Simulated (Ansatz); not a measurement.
Consider the atomization: `FC(F)O[SiH3]` → C• + 2 F• + 4 H• + O• + Si•.

Calculated with Ansatz (gas phase, PBE0-D4/def2-TZVP geometries, no zero-point term in ΔE). CCSD(T)/CBS is the MP2 limit (def2-TZVPP, def2-QZVPP) plus CCSD(T) − MP2 in def2-TZVPP, frozen cores. This one scheme is used for every species, atoms too. DFT in def2-TZVPP. B3LYP here is the variant with VWN-RPA as its local correlation; programs differ in this. HSE06 is defined as in plane-wave codes. Open shells (•) are unrestricted, without spin–orbit coupling. Spin–orbit coupling would lower the free atoms: a little for C, F, O, Si. Each species was taken in one conformer, which may not be the lowest.

```tsv
level	ΔE (eV)	difference from CCSD(T)/CBS
PBE-D4	34.50	0.57
r2SCAN-D4	33.95	0.02
B3LYP-D4	33.70	-0.23
r2SCAN0-D4	33.15	-0.78
BHLYP-D4	32.46	-1.47
ωB97X-V	34.06	0.13
B2PLYP	33.46	-0.47
HSE06	33.53	-0.40
BHLYP	32.28	-1.65
CAM-B3LYP	33.97	0.04
LC-ωPBE	33.80	-0.13
MP2/def2-SVP	32.57	-1.36
CCSD(T)/def2-SVP	31.85	-2.08
CCSD(T)/def2-TZVPP	32.98	-0.95
HF/CBS(def2)	24.19	-9.74
CCSD/CBS(def2)	33.39	-0.54
CCSD(T)/CBS	33.93	0
```

Task: What do rigid-rotor, harmonic-oscillator terms from PBE0-D4/def2-TZVP frequencies (298.15 K, 1 bar) make of the CCSD(T)/CBS value? (An estimate is asked.)

Result: Ansatz gave: ΔZPE = -1.44 eV, ΔH = +32.87 eV, ΔS = 934 J/(mol·K), ΔG = +29.98 eV. Open shells count their whole term as degenerate.

Largest T1 diagnostic among the species: 0.012.

At CCSD(T), def2-SVP lies −2.08 eV from the extrapolated value and def2-TZVPP −0.95 eV: correlation converges slowly with the basis, and small sets miss more of it in the bonded molecule than in its fragments. From PBE to PBE0 (25 % exact exchange), in def2-TZVPP and without D4, ΔE moves by −0.86 eV: exact exchange takes away binding that semilocal exchange gives to molecules.

For atomizations the MP2-based limit and the directly extrapolated one differ by several kJ/mol either way, and by 10 to 25 for some Ge, Se and Sn compounds, so smaller differences from it don't rank the levels.
